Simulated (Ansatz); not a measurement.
Reactions of FH$_{7}$N$_{2}$OSi$_{2}$ (`N[SiH2]O[SiH](N)F`).

Calculated with Ansatz (gas phase, PBE0-D4/def2-TZVP geometries, no zero-point term in ΔE). CCSD(T)/CBS adds triple-zeta CCSD(T) − MP2 to the extrapolated MP2 energy (def2 sets, frozen cores). This one scheme is used for every species. Functionals use def2-TZVPP. B3LYP here is the variant with VWN-RPA as its local correlation; programs differ in this. For Ge outer-core shells are correlated without core-valence functions, which leaves a few kJ/mol of doubt a bond. Scalar relativity is left out up to krypton. One conformer a species, not always the lowest.

```json
{"reaction": "`N[SiH2]O[SiH](N)F` + `N[SiH](O)O` → `N[SiH2]O[SiH](N)O` + `N[SiH](O)F`", "CCSD/CBS(def2) (kcal/mol)": "-0.2", "ωB97M-V (kcal/mol)": "-0.9", "MP2/CBS(def2) (kcal/mol)": "-0.5", "B3LYP-D4 (kcal/mol)": "-0.5"}
{"reaction": "`N[SiH2]O[SiH](N)F` + `N[Si](O)(O)O` → `N[SiH2]O[Si](N)(O)O` + `N[SiH](O)F`", "CCSD/CBS(def2) (kcal/mol)": "0.0", "ωB97M-V (kcal/mol)": "-0.7", "MP2/CBS(def2) (kcal/mol)": "-0.3", "B3LYP-D4 (kcal/mol)": "-0.5"}
{"reaction": "`N[SiH2]O[SiH](N)F` + PH₃ → `N[SiH2]P` + `N[SiH](O)F`", "CCSD/CBS(def2) (kcal/mol)": "27.2", "ωB97M-V (kcal/mol)": "27.1", "MP2/CBS(def2) (kcal/mol)": "26.6", "B3LYP-D4 (kcal/mol)": "27.5"}
{"reaction": "`N[SiH2]O[SiH](N)F` + silanol → `N[SiH2]O[SiH3]` + `N[SiH](O)F`", "CCSD/CBS(def2) (kcal/mol)": "-0.1", "ωB97M-V (kcal/mol)": "0.3", "MP2/CBS(def2) (kcal/mol)": "0.1", "B3LYP-D4 (kcal/mol)": "0.4"}
{"reaction": "`N[SiH2]O[SiH](N)F` + `FBF` → `N[SiH2]B(F)F` + `N[SiH](O)F`", "CCSD/CBS(def2) (kcal/mol)": "38.6", "ωB97M-V (kcal/mol)": "38.1", "MP2/CBS(def2) (kcal/mol)": "40.2", "B3LYP-D4 (kcal/mol)": "38.3"}
{"reaction": "`N[SiH2]O[SiH](N)F` + `[NH2][GeH2][OH]` → `N[SiH2][O][GeH2][NH2]` + `N[SiH](O)F`", "CCSD/CBS(def2) (kcal/mol)": "-1.2", "ωB97M-V (kcal/mol)": "-1.7", "MP2/CBS(def2) (kcal/mol)": "-1.5", "B3LYP-D4 (kcal/mol)": "-1.2"}
```

Problem. Give the CCSD(T)/CBS values in the same order. (Estimate.)

Solution. Computed: -0.5, -0.4, 26.6, 0.1, 38.2, -1.4 kcal/mol.

Largest T1 diagnostic: 0.013, for `FBF`.
